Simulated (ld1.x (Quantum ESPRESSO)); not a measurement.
## Sb TM: all-electron and pseudo phase curves

- Element: Sb (Z = 51)
- Generator: ld1.x (Quantum ESPRESSO) 7.5
- Type: norm-conserving Troullier–Martins (Kleinman–Bylander form)
- Functional: PBE
- Relativity: scalar-relativistic
- Frozen core: [Kr] 4d10
- Valence charge: 5
- Reference configuration: 5s2 5p3
- Partial waves: 5p (bound): rc 2.30 bohr; 5s (bound): rc 1.85 bohr
- Local potential: the s channel
- Core correction: Bessel-smoothed model core inside 1.00 bohr

The phase is arctan(r·u′/u) with u = r·R(r), unwrapped; energies in Ry, scanned from -3 to 5 Ry. A pole is an energy at which the radial function vanishes at the test radius. The pseudo phase is shifted by a multiple of π to meet the all-electron one at the reference energy, and phase errors are pseudo minus all-electron; the curves can meet again beyond the range given. Levels narrower than the energy grid can be missing from the lists of poles.

Task: For each channel, where are the poles, and over which energies does the pseudopotential scatter like the atom?

Result:

```csv
channel,radius (bohr),reference energy (Ry),"poles, all-electron","poles, pseudo",unbroken range about the reference energy with phases within 0.05 rad,phase error 1 Ry above the reference energy (rad)
s,2.49,-0.94,0.56,0.53,below 2.7,-0.003
p,2.49,-0.35,1.94,1.85,below 4.0,-0.004
```

Phases in the p channel:

| E (Ry) | all-electron | pseudo |
| --- | --- | --- |
| -3.00 | 1.289 | 1.288 |
| -2.52 | 1.250 | 1.248 |
| -2.04 | 1.191 | 1.189 |
| -1.56 | 1.091 | 1.088 |
| -1.08 | 0.885 | 0.882 |
| -0.60 | 0.337 | 0.336 |
| -0.12 | -0.681 | -0.682 |
| 0.36 | -1.192 | -1.195 |
| 0.84 | -1.390 | -1.395 |
| 1.32 | -1.491 | -1.498 |
| 1.80 | -1.556 | -1.565 |
| 2.28 | -1.605 | -1.616 |
| 2.76 | -1.646 | -1.663 |
| 3.24 | -1.687 | -1.711 |
| 3.72 | -1.731 | -1.769 |
| 4.20 | -1.786 | -1.851 |
| 4.68 | -1.864 | -1.991 |
